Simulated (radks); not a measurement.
Ce, configuration [Xe] 4f1 5d1 6s2 (the NIST ground configuration). Method: Dirac Kohn-Sham, PBEsol, spin-unpolarised, spherical densities, finite nucleus; open shells are shared between the two j in proportion to 2j + 1; Fermi nuclear charge, rms radius 4.8771 fm; computed with a radial shooting solver on a logarithmic mesh with Libxc functionals.

Unscreened Slater integrals over Kohn-Sham orbitals (cm^-1). Large and small components are both included.

F0(5d5/2,5d5/2): 67205
F2(5d5/2,5d5/2): 33507
F4(5d5/2,5d5/2): 21672
F0(5d5/2,5d3/2): 68004
F2(5d5/2,5d3/2): 33932
G2(5d5/2,5d3/2): 33920
G4(5d5/2,5d3/2): 21953
F0(5d5/2,6s1/2): 52231
G2(5d5/2,6s1/2): 16771
F0(5d5/2,4f7/2): 87398
F2(5d5/2,4f7/2): 22999
F4(5d5/2,4f7/2): 11647
G1(5d5/2,4f7/2): 13355
G3(5d5/2,4f7/2): 9925.4
G5(5d5/2,4f7/2): 7360.6
F0(5d3/2,5d3/2): 68830
F2(5d3/2,5d3/2): 34393
F0(5d3/2,6s1/2): 52556
G2(5d3/2,6s1/2): 16229
F0(5d3/2,4f7/2): 89185
F2(5d3/2,4f7/2): 23954
G3(5d3/2,4f7/2): 10484
G5(5d3/2,4f7/2): 7766.9
F0(6s1/2,6s1/2): 45767
F0(6s1/2,4f7/2): 59266
G3(6s1/2,4f7/2): 2488.9
F0(4f7/2,4f7/2): 185780
F2(4f7/2,4f7/2): 85707
F4(4f7/2,4f7/2): 53274
F6(4f7/2,4f7/2): 38187
